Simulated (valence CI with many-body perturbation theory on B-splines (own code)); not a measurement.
Energy levels of Sb9+

Calculated by valence CI with perturbative core correlation (CI+MBPT): six valence electrons over a frozen Dirac-Fock core [Kr], radial functions for each j: 7 s, 7 p, 8 d, 6 f, 4 g, 1 h, with the one-electron correlation potential Σ1 (screened to all orders), the two-electron term Σ2, the three-electron term Σ3, Breit, model QED; selected single and double excitations, second order for the rest, scaled by the run's own slope (own B-spline code, finite nucleus).

No measured levels were compared; by estimate terms of the open shell hold to 2 to 4 % of their energy, and close levels can change places. Core correlation moves these levels by up to 2900 cm⁻¹, and in measured spectra 5 to 20 % of such shifts remained as error; rates that hang on mixing are uncertain with them. Not all symmetries were solved, so the list stops early. Among the levels kept, up to 1100 cm⁻¹ of a level comes from second order outside the variational space, and about a tenth of that is noise between levels of different J, which matters for small intervals. Only levels of the ground parity were solved; by the run's estimate the other parity begins above the list, which can be wrong where configurations are misplaced.

Levels 1 to 6 of 6, with energies above the lowest level, 4d6 5D_4. "Leading %" is the weight of the configuration and term that name the level; weights of strongly mixed levels are sums over their largest components and can fall short. In the jj column 3d3/2^4 stands for four electrons in 3d with j = 3/2. Lifetimes count E1, E2, E3, M1 and M2 decay at the calculated energies, and are blank where another channel may lead or the interval is too uncertain; long ones can be off by a factor of two.

```tsv
No.	Configuration	Term	J	E (cm⁻¹)	Leading %	Lifetime	g	Leading jj
1	4d6	5D	4	0.0	90		1.478	4d3/2^3 4d5/2^3 (42 %)
2	4d6	5D	3	6047	94	136 ms	1.486	4d3/2^3 4d5/2^3 (66 %)
3	4d6	5D	2	7580	83	5.01 s	1.482	4d3/2^2 4d5/2^4 (41 %)
4	4d6	5D	1	10105	89	750 ms	1.487	4d3/2^3 4d5/2^3 (64 %)
5	4d6	5D	0	10891	89	14.0 s		4d3/2^2 4d5/2^4 (61 %)
6	4d6	3H	4	25195	30	25.4 ms	1.029	4d3/2^4 4d5/2^2 (49 %)
```

Names give the largest LS component (configuration and term), which can be under half, so a name can repeat, a term be missing and a line seem to break the LS rules; names also repeat where a configuration has a term twice.

The ionisation energy to 4d5 6S_5/2 of the next ion comes out as 185.66 eV (NIST: 185 ± 2.2 eV (theoretical)). All 6 levels together are meant to be complete up to 28162 cm⁻¹.
